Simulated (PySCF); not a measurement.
(3R)-1-fluoro-3-methylcyclobutene (C₅H₇F), SMILES C[C@H]1C=C(F)C1. Atoms are numbered in the order given.

```xyz
13

C     -2.2262     0.1384     0.1985
C     -0.8273    -0.1409     0.7235
C      0.0538    -1.0717    -0.1066
C      0.9427    -0.0892    -0.3098
F      2.0998    -0.0221    -0.9576
C      0.2441     0.9830     0.4633
H     -2.7198     0.9359     0.7778
H     -2.8584    -0.7620     0.2616
H     -2.1911     0.4502    -0.8585
H     -0.8647    -0.4209     1.7930
H     -0.0291    -2.1191    -0.4030
H      0.7692     1.3565     1.3589
H     -0.1268     1.8402    -0.1244
```

The structure is a stationary point at r2SCAN-D4/def2-SVP.

Method: SMD-PBE0/def2-SVP (PySCF).

Solvation free energies are E(SMD) − E(gas) at the gas-phase geometry, for 1 M in both phases. In vacuum the dipole moment is 1.47 D.

### Question
Rank water, diethylether, 1-octanol by solvation free energy, most negative first.

### Answer
diethylether (-3.6 kcal/mol), 1-octanol (-2.6 kcal/mol), water (1.0 kcal/mol)
